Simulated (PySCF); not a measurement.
**The first ionisation energy along group 12**

All values are computed (PySCF 2.14, energy differences of UHF-based or UKS calculations, no spin-orbit coupling). Values in eV. The last column holds reference values (NIST; (s) semi-empirical, (t) theoretical, else measured). Unmarked ones compare directly (S terms, centres of terms, or small fine structure); those marked * lie between the lowest fine-structure levels and include a spin-orbit shift.

```tsv
element	configurations	UHF	PBE0	MP2 (valence)	SCS-MP2 (valence)	CCSD (valence)	CCSD(T) (valence)	reference
Zn (def2-SVP, non-relativistic)	[Ar] 3d10 4s2 → [Ar] 3d10 4s1	7.520	8.825	8.298	8.360	8.529	8.575	9.394
Cd (def2-SVP with the def2 core potential (28 electrons), ECP)	[Kr] 4d10 5s2 → [Kr] 4d10 5s1	7.337	8.804	8.408	8.420	8.461	8.525	8.994
Hg (def2-SVP with the def2 core potential (60 electrons), ECP)	[Xe] 4f14 5d10 6s2 → [Xe] 4f14 5d10 6s1	8.510	10.165	10.046	9.986	9.864	9.916	10.438
```

Question: Which of these methods has the smallest mean absolute error against the measured values here?

Answer: PBE0, with 0.344 eV.

| method | elements | mean error (eV) | mean absolute error (eV) | largest error (eV) |
| --- | --- | --- | --- | --- |
| UHF | 3 | -1.820 | 1.820 | -1.927 |
| PBE0 | 3 | -0.344 | 0.344 | -0.569 |
| MP2 (valence) | 3 | -0.691 | 0.691 | -1.096 |
| SCS-MP2 (valence) | 3 | -0.686 | 0.686 | -1.034 |
| CCSD (valence) | 3 | -0.657 | 0.657 | -0.865 |
| CCSD(T) (valence) | 3 | -0.603 | 0.603 | -0.819 |

Errors include the incompleteness of the basis and the frozen core.

"Valence" correlates the outer s and p shells and, in groups 3 to 12 and the f block, the outer d or f shell, open or full, or the next shell where the ion has no valence electron left; the wider scheme adds the next inner shell.
